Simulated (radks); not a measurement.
Numerical settings for neutral helium, [He]. Method: Dirac Kohn-Sham, PBE, spin-unpolarised, spherical densities, point nucleus; computed with a radial shooting solver on a logarithmic mesh with Libxc functionals. The defaults (mesh step 0.008 in ln r, mesh end at 40 bohr or more with all orbitals vanishing there, Anderson mixing 0.5 over 9 steps, residual threshold near 1e-9 with the energy settled to 1e-9 hartree or 1e-11 of itself, here a cap of 92 iterations) give E = -2.8931 hartree and 1s1/2 at -15.764 eV in 14 iterations. Run on one thread of a shared host, so times are rough (Arm Neoverse V1): 0.03 s of CPU time, 0.03 s wall, 14 iterations on 2476 mesh points. Changes against that run (0 stands for a change within the tolerance of the run):

mesh step in ln r 0.05: iterations 14; converged yes; E (mhartree) 0; e(1s1/2) (meV) 0; CPU (s) 0.01
mesh step in ln r 0.08: iterations 14; converged yes; E (mhartree) 0; e(1s1/2) (meV) 0; CPU (s) 0.01
mesh step in ln r 0.005: iterations 14; converged yes; E (mhartree) 0; e(1s1/2) (meV) 0; CPU (s) 0.04
mesh end (bohr) 1: iterations 13; converged level above zero; E (mhartree) +3.98e+03; e(1s1/2) (meV) +7.79e+04; CPU (s) 0.02
mesh end (bohr) 20: iterations 14; converged yes; E (mhartree) 0; e(1s1/2) (meV) 0; CPU (s) 0.03
residual threshold 1e-05: iterations 8; converged yes; E (mhartree) 0; e(1s1/2) (meV) -0.0625; CPU (s) 0.02
residual threshold 0.1: iterations 7; converged yes; E (mhartree) 0; e(1s1/2) (meV) -1.31; CPU (s) 0.01
mixing 1.5: iterations 13; converged yes; E (mhartree) 0; e(1s1/2) (meV) 0; CPU (s) 0.02
linear mixing, mixing 0.8: iterations 14; converged yes; E (mhartree) 0; e(1s1/2) (meV) 0; CPU (s) 0.02
linear mixing, mixing 1: iterations 25; converged yes; E (mhartree) 0; e(1s1/2) (meV) 0; CPU (s) 0.04
mixing history 20: iterations 14; converged yes; E (mhartree) 0; e(1s1/2) (meV) 0; CPU (s) 0.03
iteration cap 5: iterations 5; converged no; E (mhartree) 0; e(1s1/2) (meV) +7.96; CPU (s) 0.01

Settled on a wrong energy, with an occupied level pushed above zero by the early mesh end: mesh end (bohr) 1 (+3.98 hartree). Apart from these: no run marked as converged misses the energy by more than 1 mhartree. A mesh that ends early acts as a hard wall.
